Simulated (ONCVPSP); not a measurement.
## u(r) = r·R(r): atom against pseudo-atom (chromium (Cr))

Columns: radius, all-electron u(r) and pseudo u(r) of the 3p shell (level -45.44 eV) of chromium in the configuration [Ne] 3s2 3p6 3d5 4s1; PBE, scalar-relativistic, ONCV scheme, ONCVPSP 4.0.1.

| r (bohr) | all-electron | pseudo |
| --- | --- | --- |
| 0.110 | -0.4995 | 0.0546 |
| 0.220 | -0.4555 | 0.2070 |
| 0.330 | 0.0027 | 0.4245 |
| 0.440 | 0.4819 | 0.6612 |
| 0.550 | 0.8286 | 0.8703 |
| 0.660 | 1.0230 | 1.0153 |
| 0.770 | 1.0928 | 1.0808 |
| 0.880 | 1.0769 | 1.0722 |
| 0.990 | 1.0096 | 1.0089 |
| 1.100 | 0.9158 | 0.9157 |
| 1.210 | 0.8120 | 0.8119 |
| 1.320 | 0.7084 | 0.7083 |
| 1.430 | 0.6106 | 0.6106 |
| 1.540 | 0.5217 | 0.5216 |
| 1.650 | 0.4426 | 0.4426 |
| 1.760 | 0.3735 | 0.3735 |
| 1.870 | 0.3139 | 0.3139 |
| 1.980 | 0.2629 | 0.2629 |
| 2.090 | 0.2196 | 0.2196 |
| 2.200 | 0.1831 | 0.1830 |
| 2.310 | 0.1523 | 0.1523 |
| 2.420 | 0.1265 | 0.1265 |
| 2.530 | 0.1050 | 0.1049 |
| 2.640 | 0.0870 | 0.0870 |
| 2.750 | 0.0720 | 0.0720 |
| 2.860 | 0.0596 | 0.0596 |

Q: How many radial nodes do the two functions have?

A: The all-electron 3p function has n − l − 1 = 1; the pseudo-wave has 0, since the states of the same l below it are removed with the core.

Q: At about which radius was the pseudo-wave matched?

A: 1.20 bohr, where the columns begin to agree (steps of 0.11 bohr).

Q: Where does each function peak?

A: Outermost all-electron maximum near 0.77 bohr, pseudo maximum near 0.77 bohr (to the table’s step).

Q: Is the pseudo-wave norm-conserving?

A: Yes: the ONCV scheme keeps the norm inside the radius equal to the all-electron one, which fixes the energy derivative of the logarithmic derivative at the level.
